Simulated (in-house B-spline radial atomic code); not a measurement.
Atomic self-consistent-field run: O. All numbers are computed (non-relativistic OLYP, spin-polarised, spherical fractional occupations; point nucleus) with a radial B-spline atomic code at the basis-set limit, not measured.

Command:
```bash
python run_scf.py task.json out
```
Settings:
```
Z                8
configuration    [He] 2s2 2p4
hamiltonian      nr
method           optx,lyp
spin_polarised   True
```

Output (hartree, bohr):
```
 radial grid: 52 intervals, B-splines of order 8, outer radius 50 bohr

 iter        energy (Eh)    residual
    1         -73.357949    1.54e-01
    2         -74.117446    1.63e-01
    3         -75.028135    3.34e-02
    4         -75.068248    5.71e-03
    5         -75.068891    6.08e-04
    6         -75.068895    6.50e-04
    7         -75.068912    7.39e-05
    8         -75.068912    9.84e-06
    9         -75.068912    7.41e-07
   10         -75.068912    1.16e-08

 total energy                       -75.06891
 kinetic                              74.8871
 electron-nucleus                   -178.0738
 Hartree                              36.5376
 exchange-correlation                 -8.4198

 orbital      occ     eigenvalue          <r>       <r^2>       <1/r>     <1/r^3>     <1/r^2>       r_max
 1s up      1.000       -18.9104      0.19971   0.0539071     7.62238           -     118.073      0.1294
 1s down    1.000       -18.8732     0.199017   0.0534784     7.63994           -     118.491      0.1293
 2s up      1.000        -0.9355      1.12189     1.52596     1.29867           -     7.08251      0.8669
 2s down    1.000        -0.8044      1.15978     1.64306     1.25456           -     6.58104      0.8822
 2p up      3.000        -0.3795      1.22085     1.97248      1.1321     5.30796     1.89518      0.8112
 2p down    1.000        -0.2536      1.36737     2.56278     1.04736     4.58337     1.67319      0.8512
```

Run time, properties included: 0.07 s on 1 thread of Intel(R) Xeon(R) Platinum 8488C, with other jobs on the host.
